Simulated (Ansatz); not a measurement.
Cost and result for the atomization energy of C₂H₇ClOSi, SMILES `[SiH3]OCCCl` (12 atoms, 11 bonds).

```xyz
12

Si    1.6845   -0.8739   -0.9214
O     0.2452   -0.0999   -0.7197
C    -0.3126    0.1533    0.5487
C    -1.6291    0.8618    0.3334
Cl   -2.3887    1.2144    1.9008
H     1.6301   -2.2410   -0.3341
H     2.7820   -0.1218   -0.2530
H     1.9157   -0.9432   -2.3814
H     0.3511    0.7844    1.1527
H    -0.4823   -0.7804    1.0991
H    -1.4803    1.8070   -0.1865
H    -2.3156    0.2394   -0.2386
```

Total charge 0; spin multiplicity 1. Geometry: relaxed with PBE0-D4/def2-TZVP. It is one conformer, not always the lowest. Program: Ansatz. All runs use 4 threads of an Arm Neoverse V2 on a shared host. Times are those of one run each, without the atoms' runs, and a repeat can differ threefold. Electronic energies, without spin–orbit coupling; frozen cores. CCSD(T)/CBS adds CCSD(T) − MP2 in def2-TZVPP to the MP2 limit, and its time is that of the two runs behind it. T1 = 0.010. B3LYP takes the VWN-RPA correlation (the form of Gaussian; ORCA's B3LYP/G).

CCSD(T)/CBS is a level of theory with its own doubt, some kJ/mol a heavy atom from the limit and from the frozen cores, so smaller differences don't rank the functionals.

| level | functions | wall time |
| --- | --- | --- |
| PBE-D4/def2-TZVPP (with forces) | 275 | 2.6 s |
| PBE0-D4/def2-TZVPP | 275 | 3.4 s |
| r2SCAN-D4/def2-TZVPP (with forces) | 275 | 5.5 s |
| B3LYP-D4/def2-TZVPP (with forces) | 275 | 5.5 s |
| B2PLYP/def2-TZVPP | 275 | 6 s |
| ωB97X-V/def2-TZVPP | 275 | 8 s |
| ωB97M-V/def2-TZVPP (with forces) | 275 | 12 s |
| MP2/def2-QZVPP | 521 | 24 s |
| CCSD(T)/def2-TZVPP | 275 | 3.3 min |
| CCSD(T)/CBS(def2) | – | 3.7 min |

Problem. What atomization energy does each give, and how far from CCSD(T)/CBS? (Estimate.)

Solution. The calculation gave: 
```csv
level,atomization (kcal/mol),difference from CCSD(T)/CBS,per bond
PBE-D4/def2-TZVPP (with forces),1031.0,9.8,0.9
PBE0-D4/def2-TZVPP,1017.3,-3.9,-0.4
r2SCAN-D4/def2-TZVPP (with forces),1020.3,-0.9,-0.1
B3LYP-D4/def2-TZVPP (with forces),1016.9,-4.3,-0.4
B2PLYP/def2-TZVPP,1007.2,-14.0,-1.3
ωB97X-V/def2-TZVPP,1023.5,2.3,0.2
ωB97M-V/def2-TZVPP (with forces),1022.5,1.3,0.1
MP2/def2-QZVPP,1023.7,2.5,0.2
CCSD(T)/def2-TZVPP,994.8,-26.4,-2.4
CCSD(T)/CBS(def2),1021.2,0.0,0.0
```

The D4 term adds +9.0 kcal/mol with B3LYP and +4.8 kcal/mol with PBE0; it sums over pairs of atoms, weighted by their polarisabilities, and B3LYP, whose exchange is more repulsive, gets the larger term. In def2-TZVPP, CCSD(T) changes the Hartree–Fock value by +242.0 kcal/mol (the triples alone add +13.4 kcal/mol) and MP2 by +255.2 kcal/mol; breaking electron pairs costs correlation energy, which Hartree–Fock lacks. From PBE to PBE0 (25 % exact exchange), in def2-TZVPP and without D4, the atomization energy moves by −12.8 kcal/mol: exact exchange takes away binding that semilocal exchange gives to molecules.
